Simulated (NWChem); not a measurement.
C2H5BF2O; SMILES C[C@H](O)B(F)F

```xyz
11

C     -1.1958    -1.3548     0.4743
C     -0.0761    -0.7423    -0.3671
O      1.1641    -1.3709    -0.1575
B      0.0692     0.7980    -0.0752
F     -0.9735     1.5952    -0.2448
F      1.1860     1.3556     0.3351
H     -0.9455    -1.3134     1.5457
H     -1.3493    -2.4140     0.2082
H     -2.1508    -0.8313     0.3174
H     -0.3861    -0.8072    -1.4356
H      1.0650    -2.3070    -0.3602
```
Atoms are numbered in this order, from 1.

All runs: NWChem. STO-3G and 3-21G are far too small for this property and stand as cheap habits. All runs use the structure optimised with PBE0/def2-SVP. GIAO values for the isolated, static molecule; σ is the absolute isotropic shielding, δ = σ(reference) − σ with the isolated reference molecule computed at the same levels (11B: boron trifluoride, 13C: tetramethylsilane, 19F: trichlorofluoromethane, 1H: tetramethylsilane).

For level PBE/pcSseg-1:

* **δ C1 (ppm)**: 22.9
* **δ F5 (ppm)**: -90.6
* **δ F6 (ppm)**: -80.2
* **δ H7 (rotor mean) (ppm)**: 1.27
* **δ H10 (ppm)**: 3.83
* **δ H11 (ppm)**: -0.48

**Question.** How do the values read with level Hartree-Fock/STO-3G instead?

**Answer.** 
- δ C1 (ppm) = 21.4
- δ F5 (ppm) = 18.8
- δ F6 (ppm) = 26.3
- δ H7 (rotor mean) (ppm) = 0.83
- δ H10 (ppm) = 1.35
- δ H11 (ppm) = -2.23
